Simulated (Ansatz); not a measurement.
Cost and result for the atomization energy of AsBH5N (`B[AsH]N`) (8 atoms, 7 bonds).

Charge 0, multiplicity 1. Correlated methods include outer-core shells of As, which these sets cover unevenly. Scalar relativity is left out up to krypton. The geometry is a stationary point of PBE0-D4/def2-TZVP. It is one conformer, not always the lowest. Program: Ansatz. All runs use 2 threads of an Arm Neoverse V2 on a shared host. Times are those of one run each, without the atoms' runs, and a repeat can differ threefold. Electronic energies, without spin–orbit coupling; frozen cores. CCSD(T)/CBS adds CCSD(T) − MP2 in def2-TZVPP to the MP2 limit, and its time is that of the two runs behind it. T1 = 0.014. With those shells the extrapolation isn't a true limit.

CCSD(T)/CBS is a level of theory with its own doubt, some kJ/mol a heavy atom from the limit and from the frozen cores, so smaller differences don't rank the functionals.

| level | functions | atomization (kJ/mol) | difference from CCSD(T)/CBS | per bond |
| --- | --- | --- | --- | --- |
| r2SCANh-D4/def2-TZVPP | 180 | 2365.2 | -7.5 | -1.1 |
| CCSD(T)/def2-TZVPP | 180 | 2303.5 | -69.2 | -9.9 |
| PBE-D4/def2-TZVPP (with forces) | 180 | 2426.8 | 54.1 | 7.7 |
| CCSD(T)/CBS(def2) | – | 2372.7 | 0.0 | 0.0 |
| B2PLYP/def2-TZVPP | 180 | 2362.7 | -10.0 | -1.4 |
| CAM-B3LYP-D4/def2-TZVPP | 180 | 2407.9 | 35.2 | 5.0 |
| MP2/def2-QZVPP | 353 | 2342.9 | -29.8 | -4.2 |
| ωB97M-V/def2-TZVPP (with forces) | 180 | 2389.5 | 16.8 | 2.4 |
| B97M-V/def2-TZVPP | 180 | 2401.6 | 28.9 | 4.1 |
| BHLYP-D4/def2-TZVPP | 180 | 2333.3 | -39.4 | -5.6 |
| r2SCAN-D4/def2-TZVPP (with forces) | 180 | 2382.5 | 9.8 | 1.4 |
| PBE0-D4/def2-TZVPP | 180 | 2376.1 | 3.4 | 0.5 |
| CCSD(T)/def2-SVP | 85 | 2176.5 | -196.2 | -28.0 |

(1) Order the runs by time, with rough figures. (Best estimate.)

Results:

(1) The calculation gave: PBE-D4/def2-TZVPP (with forces) 2 s; PBE0-D4/def2-TZVPP 2.2 s; BHLYP-D4/def2-TZVPP 2.3 s; CAM-B3LYP-D4/def2-TZVPP 2.7 s; CCSD(T)/def2-SVP 2.8 s; r2SCAN-D4/def2-TZVPP (with forces) 3.8 s; B2PLYP/def2-TZVPP 3.9 s; r2SCANh-D4/def2-TZVPP 4 s; B97M-V/def2-TZVPP 8 s; ωB97M-V/def2-TZVPP (with forces) 9 s; MP2/def2-QZVPP 14 s; CCSD(T)/def2-TZVPP 48 s; CCSD(T)/CBS(def2) 62 s.

At CCSD(T), def2-SVP lies −196.2 kJ/mol from the extrapolated value and def2-TZVPP −69.1 kJ/mol: correlation converges slowly with the basis, and small sets miss more of it in the bonded molecule than in its fragments. From PBE to PBE0 (25 % exact exchange), in def2-TZVPP and without D4, the atomization energy moves by −48.6 kJ/mol: exact exchange takes away binding that semilocal exchange gives to molecules. In def2-TZVPP, CCSD(T) changes the Hartree–Fock value by +680.1 kJ/mol (the triples alone add +36.3 kJ/mol) and MP2 by +678.7 kJ/mol; breaking electron pairs costs correlation energy, which Hartree–Fock lacks.
